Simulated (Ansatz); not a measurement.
Reaction (redistribution): `N[CH2][GaH][SiH3]` + `BC[SiH2]F` → `[BH2][GaH][SiH3]` + `NCC[SiH2]F`

Gas-phase electronic energies from Ansatz, PBE0-D4/def2-TZVP geometries. CCSD(T)/CBS adds triple-zeta CCSD(T) − MP2 to the extrapolated MP2 energy (def2 sets, frozen cores). DFT in def2-TZVPP. B3LYP here is the variant with VWN-RPA as its local correlation; programs differ in this. For Ga outer-core shells are correlated without core-valence functions, which leaves a few kJ/mol of doubt a bond. Scalar relativity is left out up to krypton. One conformer a species, not always the lowest.

**Question.** Is it downhill or uphill in electronic energy at CCSD(T)/CBS, and by how much? (An estimate is asked.)

**Answer.** Ansatz gave: Uphill: ΔE = +0.51 eV.

**Question.** What do these levels give: ωB97X-V, B2PLYP, PBE, PBE0, B3LYP, HF/def2-TZVPP, SCS-MP2/def2-TZVPP, CCSD(T)/def2-TZVPP, HF/def2-QZVPP, MP2/def2-QZVPP, MP2/CBS(def2), CCSD/CBS(def2)? (Best estimate.)

**Answer.** Ansatz gave: ωB97X-V 0.49, B2PLYP 0.52, PBE 0.47, PBE0 0.48, B3LYP 0.49, HF/def2-TZVPP 0.45, SCS-MP2/def2-TZVPP 0.54, CCSD(T)/def2-TZVPP 0.50, HF/def2-QZVPP 0.45, MP2/def2-QZVPP 0.59, MP2/CBS(def2) 0.60, CCSD/CBS(def2) 0.50 eV.

Largest T1 diagnostic among the species: 0.014.

In def2-TZVPP, CCSD(T) changes the Hartree–Fock value by +0.05 eV (the triples alone add +0.01 eV) and MP2 by +0.13 eV.
